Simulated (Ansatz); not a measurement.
Harmonic frequencies (cm⁻¹) at PBE0-D4/def2-TZVP from Ansatz: 129, 207, 386, 529, 542, 671, 793, 2194, 2439.

Each molecule was computed in one conformer, which needn't be the lowest.

(1) Which molecule is it?
A. `C#C[O]`•
B. `[SeH][SnH2]`•
C. `[F][Ge]([F])[I]`•
D. `Cl[SiH][SeH]`•

Answers

(1) D.
